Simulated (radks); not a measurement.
Neutral arsenic inside a hard spherical wall (all orbitals vanish at R), configuration held at [Ar] 3d10 4s2 4p3 and not refilled when levels cross. Method: non-relativistic Kohn-Sham, PBEsol, spin-unpolarised, spherical densities, point nucleus; computed with a radial shooting solver on a logarithmic mesh with Libxc functionals. Eigenvalues in eV, with the zero of energy where the potential of the charges vanishes at infinity; a dash marks a level that is unbound or too diffuse for the functional's potential to be trusted. A positive occupied level is held by the wall or, in an anion where self-interaction has pushed it up, behind a barrier. The pressure on the wall is -dE/dV.

| R (bohr) | E (hartree) | kinetic (hartree) | e(3p) | e(3d) | e(4s) | e(4p) | e(5s, empty) | e(5p, empty) | pressure (GPa) |
|---|---|---|---|---|---|---|---|---|---|
| free | -2233.91554 | 2232.350 | -132.06 | -41.723 | -14.060 | -5.232 | - | - | 0 |
| 15 | -2233.91554 | 2232.350 | -132.06 | -41.723 | -14.060 | -5.232 | -0.301 | 0.685 | < 0.0001 |
| 12 | -2233.91553 | 2232.350 | -132.06 | -41.721 | -14.058 | -5.230 | -0.104 | 1.209 | 0.000283 |
| 10 | -2233.91538 | 2232.352 | -132.05 | -41.704 | -14.045 | -5.217 | 0.299 | 2.056 | 0.00486 |
| 5 | -2233.82872 | 2232.833 | -129.57 | -39.250 | -12.202 | -3.079 | 11.679 | 17.993 | 10.8 |
| 4 | -2233.57094 | 2233.960 | -125.76 | -35.503 | -9.159 | 0.757 | 26.637 | 35.618 | 72.2 |
| 3 | -2232.35565 | 2238.286 | -116.20 | -26.173 | 0.830 | 13.218 | 69.922 | 83.069 | 654 |
